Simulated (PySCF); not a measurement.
Bonds (- single, = double, # triple, : aromatic): C1=C2, C2-C3, C3-C4, C4=C5, C5-C6, C6-C7, C7=C8. C1 carries H9, H10; C2 carries H11; C3 carries H12, H13; C4 carries H14; C5 carries H15; C6 carries H16, H17; C7 carries H18; C8 carries H19, H20. Stereochemistry as in C=CC/C=C/CC=C. H9 is cis to C3; H19 is cis to C6; H10 is trans to C3; H20 is trans to C6.

- NMR shieldings at PBE0/pcSseg-1/GIAO
- coordinates at the GFN2-xTB level
- code: PySCF
- no solvent model, one conformer, non-relativistic Hamiltonian, rapidly exchanging positions averaged

**Question.** Predict the 2D correlation tables (HSQC, COSY, HMBC).

**Answer.** 

HSQC (one-bond C–H):
```tsv
δH	δC
5.97 (H11/H18)	147.4 (C2/C7)
5.61 (H14/H15)	138.5 (C4/C5)
5.40 (H9/H19)	121.5 (C1/C8)
5.25 (H10/H20)	121.5 (C1/C8)
2.85 (H12/H13/H16/H17)	45.5 (C3/C6)
```

COSY cross peaks (H two or three bonds apart, from the bond graph; peaks can be absent where the dihedral angle is near 90°):
```tsv
δH	δH
5.97 (H11/H18)	5.40 (H9/H19)
5.97 (H11/H18)	5.25 (H10/H20)
5.97 (H11/H18)	2.85 (H12/H13/H16/H17)
5.61 (H14/H15)	2.85 (H12/H13/H16/H17)
5.40 (H9/H19)	5.25 (H10/H20)
```

HMBC (two and three bonds, from the bond graph):
```tsv
δH	δC
5.97 (H11/H18)	138.5 (C4/C5), 121.5 (C1/C8), 45.5 (C3/C6)
5.61 (H14/H15)	147.4 (C2/C7), 138.5 (C4/C5), 45.5 (C3/C6)
5.40 (H9/H19)	147.4 (C2/C7), 45.5 (C3/C6)
5.25 (H10/H20)	147.4 (C2/C7), 45.5 (C3/C6)
2.85 (H12/H13/H16/H17)	147.4 (C2/C7), 138.5 (C4/C5), 121.5 (C1/C8)
```

Referencing at the same level of theory: ¹H (σ = 31.72 ppm), ¹³C (σ = 186.93 ppm) vs TMS.

Short H···H contacts in this conformer between protons four or more bonds apart (candidates for NOE cross peaks, intensity ∝ r⁻⁶): H12···H15 2.40 Å, H14···H17 2.40 Å, H9···H13 2.42 Å, H16···H19 2.42 Å.

Shifts are as computed. Against solution values, carbons near 30 ppm lie about +3 ppm off and those near 130 ppm about +5 ppm. Of 1211 compounds with measured shifts, 218 miss one by over three times the rms of a fit or turn the order of signals round; such compounds aren't used in these exercises.
